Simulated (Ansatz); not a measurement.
Reaction (formal exchange of groups at the Si–C bond): `[SiH3]C([SiH3])S` + `N=C[SiH2]N` → `N=C([SiH3])[SiH2]N` + `[SiH3]CS`

Program: Ansatz. Geometries: PBE0-D4/def2-TZVP. ΔE: electronic, gas phase. CBS: MP2 limit from def2 TZ/QZ plus the TZ coupled-cluster correction, frozen cores. DFT in def2-TZVPP. B3LYP here is the variant with VWN-RPA as its local correlation; programs differ in this. One conformer a species, not always the lowest.

`[SiH3]C([SiH3])S`:

```xyz
12

Si    1.073   -0.408    1.191
C    -0.010    0.671    0.099
Si   -0.421   -0.017   -1.600
S    -1.558    1.067    0.983
H     2.353   -0.735    0.503
H     0.343   -1.673    1.469
H     1.362    0.289    2.469
H     0.489    1.637   -0.033
H    -1.225    0.966   -2.367
H    -1.206   -1.268   -1.420
H     0.824   -0.338   -2.353
H    -2.024   -0.191    1.058
```

`N=C[SiH2]N`:

```xyz
10

N    -1.712    0.709   -0.011
C    -0.882    0.289    0.854
Si    0.806   -0.360    0.289
N     1.078   -0.322   -1.402
H    -2.581    1.030    0.425
H    -1.118    0.289    1.933
H     0.908   -1.765    0.767
H     1.838    0.471    0.965
H     0.508   -0.923   -1.978
H     1.155    0.583   -1.841
```

`N=C([SiH3])[SiH2]N`:

Cartesian coordinates in Å:
```
N -0.835 1.453 -0.047
C -0.398 0.277 -0.302
Si -1.039 -0.750 -1.767
Si 0.940 -0.388 0.878
N 1.397 0.661 2.153
H -1.550 1.752 -0.718
H -1.651 -2.018 -1.289
H 0.073 -1.092 -2.694
H -2.059 0.071 -2.477
H 0.409 -1.652 1.457
H 2.134 -0.687 0.043
H 1.872 1.515 1.903
H 0.707 0.859 2.861
```

`[SiH3]CS`:

```xyz
9

Si    0.537    0.134   -0.928
C    -0.783   -0.342    0.320
S    -0.591    0.578    1.871
H     0.411    1.573   -1.269
H     0.408   -0.683   -2.166
H     1.875   -0.114   -0.328
H    -1.765   -0.057   -0.065
H    -0.808   -1.417    0.508
H     0.716    0.328    2.056
```

(1) Is it downhill or uphill in electronic energy at CCSD(T)/CBS, and by how much? (An estimate is asked.)

(2) What do these levels give: PBE-D4, r2SCAN-D4, B3LYP-D4, B2PLYP, B3LYP, HF/def2-TZVPP, SCS-MP2/def2-TZVPP, CCSD/def2-TZVPP, HF/def2-QZVPP, MP2/def2-QZVPP, SCS-MP2/def2-QZVPP, HF/CBS(def2)? (Estimate.)

Largest T1 diagnostic among the species: 0.013.

## Answers

(1) Ansatz gave: Uphill: ΔE = +13.7 kJ/mol.

(2) The calculation gave: PBE-D4 8.0, r2SCAN-D4 10.3, B3LYP-D4 9.9, B2PLYP 10.0, B3LYP 6.3, HF/def2-TZVPP 12.1, SCS-MP2/def2-TZVPP 14.8, CCSD/def2-TZVPP 13.6, HF/def2-QZVPP 11.9, MP2/def2-QZVPP 16.5, SCS-MP2/def2-QZVPP 14.9, HF/CBS(def2) 11.8 kJ/mol.

The D4 term adds +3.6 kJ/mol with B3LYP and +1.8 kJ/mol with PBE0; it sums over pairs of atoms, weighted by their polarisabilities, and B3LYP, whose exchange is more repulsive, gets the larger term. From PBE to PBE0 (25 % exact exchange), in def2-TZVPP and without D4, ΔE moves by +3.7 kJ/mol.
